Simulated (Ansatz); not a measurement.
`B[CH2][Al]([OH])[Cl]` and `O[CH2][Al]([OH])[Cl]` differ in one atom or group.

Ansatz, PBE0-D4/def2-TZVP geometries, multiplicity 1. Each molecule was computed in one conformer, which needn't be the lowest.

| property | `B[CH2][Al]([OH])[Cl]` |
| --- | --- |
| LUMO energy (PBE0/def2-TZVPP) / eV | -1.59 |
| HOMO energy (PBE/def2-TZVPP) / eV | -7.57 |
| size of the dipole moment (B3LYP/def2-TZVPP) / D | 1.37 |
| LUMO energy (B3LYP/def2-TZVPP) / eV | -1.77 |
| HOMO–LUMO gap (PBE0/def2-TZVPP) / eV | 7.26 |
| HOMO–LUMO gap (B3LYP/def2-TZVPP) / eV | 6.82 |

(1) What does the change do to each property? (An estimate is asked.)

Answers

(1) Computed: 
```tsv
property	`O[CH2][Al]([OH])[Cl]`	shift
LUMO energy (PBE0/def2-TZVPP) / eV	-0.47	1.12
HOMO energy (PBE/def2-TZVPP) / eV	-5.95	1.62
size of the dipole moment (B3LYP/def2-TZVPP) / D	1.78	0.41
LUMO energy (B3LYP/def2-TZVPP) / eV	-0.78	0.99
HOMO–LUMO gap (PBE0/def2-TZVPP) / eV	6.99	-0.27
HOMO–LUMO gap (B3LYP/def2-TZVPP) / eV	6.45	-0.37
```

With PBE0 the HOMO rises by 1.39 eV and the LUMO rises by 1.12 eV, so the gap narrows by about 0.27 eV. PBE moves the HOMO by 1.62 eV and ωB97M-V by 1.25 eV. Dipoles are sizes alone; their direction can turn.

Positive LUMOs are unbound, so they and the gaps depend on the basis.

B3LYP here is the variant with VWN-RPA as its local correlation; programs differ in this.
